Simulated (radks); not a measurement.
Values are calculated unless marked as measured or tabulated.
Question: The mean radii <r> (bohr) of the occupied orbitals of an atom or ion are listed with their occupations. Level of theory: scalar-relativistic Kohn-Sham, LDA (Slater exchange, VWN5 correlation), spin-polarised, spherical densities, finite nucleus; Fermi nuclear charge, rms radius of each element as measured or else 0.836 A^(1/3) + 0.57 fm (a radial shooting solver on a logarithmic mesh with Libxc functionals).

| orbital | occ. | <r> |
|---|---|---|
| 1s up | 1 | 0.01868 |
| 1s down | 1 | 0.01868 |
| 2s up | 1 | 0.07899 |
| 2s down | 1 | 0.07899 |
| 2p up | 3 | 0.07057 |
| 2p down | 3 | 0.07056 |
| 3s up | 1 | 0.2034 |
| 3s down | 1 | 0.2033 |
| 3p up | 3 | 0.2028 |
| 3p down | 3 | 0.2027 |
| 3d up | 5 | 0.1832 |
| 3d down | 5 | 0.1831 |
| 4s up | 1 | 0.4186 |
| 4s down | 1 | 0.4188 |
| 4p up | 3 | 0.4319 |
| 4p down | 3 | 0.4321 |
| 4d up | 3 | 0.4328 |

Name the element and its charge. Open shells, if any, are filled with parallel spins first.

Answer: Z = 73, tantalum, charge +34: Ta34+ in [Kr] 4d3. The 1s radius gives Z: for a bare nucleus <r> = (2 gamma + 1)/(2Z) with gamma = sqrt(1 - (Z/c)^2), 0.01844 bohr for Z = 73, and screening makes it slightly larger (0.01868 here). The occupations add up to 39, and the charge is Z minus that.
